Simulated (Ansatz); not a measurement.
Ga12N12. Total charge 0; singlet. Geometry PBE-D4/def2-SVP, basis def2-TZVP, Ansatz.

Cartesian coordinates in Å:
```
Ga -1.4299 1.2595 2.2126
Ga -2.4047 -1.2349 0.8584
Ga -2.8463 1.3166 -0.1694
Ga 1.3402 -2.1375 1.2959
Ga 1.3225 0.5961 2.5343
Ga 3.0943 -0.1151 0.5247
Ga -0.4912 -2.3794 -0.7035
Ga -1.8801 -0.4777 -2.0691
Ga 1.8648 -1.3802 -1.6316
Ga 0.0631 0.3058 0.0904
Ga 2.0213 1.6050 -1.3657
Ga -0.7312 2.2682 -1.6874
N -3.1109 0.4044 1.5004
N -0.1791 0.9568 3.5070
N 2.5492 -0.9598 2.1618
N -2.4102 -1.9819 -0.9445
N 1.4022 -2.9006 -0.4991
N -0.4760 -1.4356 1.1131
N -1.0665 1.9353 0.3095
N 1.7266 1.2622 0.6359
N 0.0358 -0.6967 -1.7436
N -2.4741 1.3238 -2.0542
N 3.1861 -0.0403 -1.3928
N 0.8941 2.5062 -2.4831
```

```
run  HOMO (eV)  LUMO (eV)
  A      -6.00      -3.92
  B      -5.23      -4.55
  C      -5.09      -4.63
  D      -6.15      -3.87
```

Single mean-field runs in def2-TZVP are fitted with def2-universal-jkfit. Another isomer (singlet) lies 7.08 eV lower at PBE0-D4/def2-TZVP; other spin states weren't run for this one.

Problem. The runs used PBE, PBE0, r2SCAN, r2SCAN0. Estimate which is which.

Solution. A PBE0 (25 % exact exchange); B r2SCAN (0 % exact exchange); C PBE (0 % exact exchange); D r2SCAN0 (25 % exact exchange). Exact exchange lowers occupied and raises empty levels; among semilocal functionals meta-GGAs tend to open the gap a little, and such runs are hard to tell apart. The gap grows from 0.46 eV (PBE) to 2.27 eV (r2SCAN0).
